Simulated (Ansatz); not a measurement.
The same path of C$_{2}$H$_{7}$AlBN (12 atoms, charge 0, multiplicity 1) was run twice with different band settings. Lost on the way: C3–H9. Made: B1–H9.

Theory: RKS B3LYP-D4/STO-3G (Ansatz).

Relaxed end points:

```xyz
12
Properties=species:S:1:pos:R:3
B -0.842 1.308 0.759
N 0.419 0.778 0.885
C 0.982 -0.099 -0.205
C 0.175 -1.500 -0.218
Al -0.398 -0.242 -1.468
H -1.429 1.875 1.594
H -1.356 1.138 -0.320
H 0.945 0.809 1.792
H 2.081 -0.134 -0.164
H -0.282 -1.781 0.739
H 0.807 -2.322 -0.583
H -1.024 0.116 -2.775
```

```xyz
12
Properties=species:S:1:pos:R:3
B 0.065 1.949 0.879
N 0.312 0.380 0.750
C 0.109 -0.391 -0.298
C 0.133 -1.949 -0.438
Al -0.708 -1.004 -1.838
H -0.727 2.062 1.748
H -0.323 2.320 -0.165
H 0.665 -0.123 1.620
H 1.107 2.403 1.194
H -0.299 -2.518 0.399
H 1.140 -2.340 -0.663
H -1.396 -0.844 -3.153
```

Common settings: movable images 5; climbing image yes; optimiser quadratic models (default); start path through a guess of the saddle point; force threshold 0.05 eV/Å; iteration limit 60; end points relaxed.

| run | spring |
| --- | --- |
| 1 | 5.0 eV/Å² |
| 2 | 50.0 eV/Å² |

Problem. What does each run give, and how far can it be trusted?

Solution. Run 1: converged after 36 iterations, highest image 2.807 eV above the first end. Neighbouring images differ by up to 2.1 eV, so the band resolves the path poorly. A vibrational analysis at the climbing image gives one clearly imaginary mode, 558i cm⁻¹: a first-order saddle point.
Run 2: converged after 38 iterations, highest image 2.807 eV above the first end. Neighbouring images differ by up to 2.1 eV, so the band resolves the path poorly. Another band between the same ends (5 images) ends at a top of the same energy, where a vibrational analysis finds 1 clearly imaginary mode.
The orbitals stay closed-shell, which can raise the energy where a bond breaks towards radicals; this wasn't checked here. Limits of this set-up: minimal basis.
